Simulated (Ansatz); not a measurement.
Consider the ligand exchange at a Ti–O bond: `[OH][Ti]([F])([Cl])[Cl]` + H₂S → `[F][Ti]([SH])([Cl])[Cl]` + H₂O.

Computed with Ansatz on PBE0-D4/def2-TZVP structures; ΔE is electronic, products minus reactants. CCSD(T)/CBS adds triple-zeta CCSD(T) − MP2 to the extrapolated MP2 energy (def2 sets, frozen cores). This one scheme is used for every species. Functionals use def2-TZVPP. B3LYP here is the variant with VWN-RPA as its local correlation; programs differ in this. HSE06 is defined as in plane-wave codes. For Ti outer-core shells are correlated without core-valence functions, which leaves a few kJ/mol of doubt a bond. Scalar relativity is left out up to krypton. One conformer a species, not always the lowest.

```tsv
level	ΔE (kJ/mol)	difference from CCSD(T)/CBS
revPBE-D4	30.5	-1.1
BLYP-D4	36.9	5.3
PBE0-D4	33.3	1.7
B3LYP-D4	38.7	7.1
r2SCANh-D4	36.5	4.9
HSE06-D4	32.7	1.1
BHLYP-D4	43.2	11.6
B2PLYP	35.6	4.0
PBE	34.4	2.8
r2SCAN	37.0	5.4
B3LYP	44.3	12.7
BHLYP	49.6	18.0
LC-ωPBE	52.7	21.1
CCSD/def2-SVP	66.1	34.5
MP2/def2-TZVPP	26.2	-5.4
CCSD/def2-TZVPP	46.5	14.9
CCSD(T)/CBS	31.6	0
```

Largest T1 diagnostic among the species: 0.026, so the coupled-cluster value is less sure than usual.

From BLYP to BHLYP (50 % exact exchange), in def2-TZVPP and without D4, ΔE moves by +6.5 kJ/mol. In def2-TZVPP, CCSD(T) changes the Hartree–Fock value by −25.4 kJ/mol (the triples alone add −9.3 kJ/mol) and MP2 by −36.4 kJ/mol. The D4 term adds −5.5 kJ/mol with B3LYP and −3.0 kJ/mol with PBE0; it sums over pairs of atoms, weighted by their polarisabilities, and B3LYP, whose exchange is more repulsive, gets the larger term.
